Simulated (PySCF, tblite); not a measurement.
Isomers of C8H9NSi. Calculated harmonic vibrations of the isolated species, GFN2-xTB (tblite), most abundant isotopes, no scaling. The method is semi-empirical: single wavenumbers can be off by several per cent or more. Modes of hydrogen on silicon can be 10 to 20 % off. One conformer each.

Electronic energies: PBE0/pcSseg-1 single points on the GFN2-xTB geometries (PySCF, gas phase).

```
                           SMILES  electronic energy, lowest = 0 (kcal/mol)
N#CCC1=C[C@@]2([SiH3])C=C[C@@H]12                                      56.0
             C#Cc1ccc(N[SiH3])cc1                                       0.0
        C#C[SiH2]/C(=C/C#N)C(=C)C                                      46.6
               C#CC[SiH2]c1ccccn1                                      14.2
```

How do GFN2-xTB zero-point energies change the relative energies?

| SMILES | ZPE (kcal/mol) | of it from modes above 1550 cm⁻¹ | electronic (kcal/mol) | with ZPE, lowest = 0 (kcal/mol) | lowest mode (cm⁻¹) | rings |
| --- | --- | --- | --- | --- | --- | --- |
| C#Cc1ccc(N[SiH3])cc1 | 85.6 | 44.8 | 0.0 | 0.0 | 52 | 1 |
| C#CC[SiH2]c1ccccn1 | 86.2 | 45.0 | 14.2 | 14.8 | 18 | 1 |
| C#C[SiH2]/C(=C/C#N)C(=C)C | 84.5 | 48.6 | 46.6 | 45.6 | 33 | 0 |
| N#CCC1=C[C@@]2([SiH3])C=C[C@@H]12 | 85.3 | 44.1 | 56.0 | 55.7 | 29 | 2 |

The zero-point energies span 1.7 kcal/mol, from `C#C[SiH2]/C(=C/C#N)C(=C)C` to `C#CC[SiH2]c1ccccn1`. The order is unchanged.

And how do the electronic energies of GFN2-xTB itself compare?

`C#Cc1ccc(N[SiH3])cc1` 0.0; `C#CC[SiH2]c1ccccn1` 36.3; `C#C[SiH2]/C(=C/C#N)C(=C)C` 80.4; `N#CCC1=C[C@@]2([SiH3])C=C[C@@H]12` 64.2 kcal/mol, lowest = 0. Against the energies above, taken from the same isomer `C#Cc1ccc(N[SiH3])cc1`, the largest difference is 33.8 kcal/mol.

What do entropy and thermal enthalpy add at 298.15 K and 1 bar (rigid rotor, harmonic oscillator, one conformer each)?

```json
{"SMILES": "C#Cc1ccc(N[SiH3])cc1", "point group": "Cs", "symmetry number": "1", "S (cal/(mol K))": "100.7", "H − H(0) (kcal/mol)": "7.32", "ZPE + H − H(0) − TS (kcal/mol)": "62.9"}
{"SMILES": "C#C[SiH2]/C(=C/C#N)C(=C)C", "point group": "C1", "symmetry number": "1", "S (cal/(mol K))": "112.3", "H − H(0) (kcal/mol)": "8.59", "ZPE + H − H(0) − TS (kcal/mol)": "59.6"}
{"SMILES": "N#CCC1=C[C@@]2([SiH3])C=C[C@@H]12", "point group": "C1", "symmetry number": "1", "S (cal/(mol K))": "103.1", "H − H(0) (kcal/mol)": "7.31", "ZPE + H − H(0) − TS (kcal/mol)": "61.8"}
```

Not tabulated: `C#CC[SiH2]c1ccccn1` (lowest mode only 18 cm⁻¹).
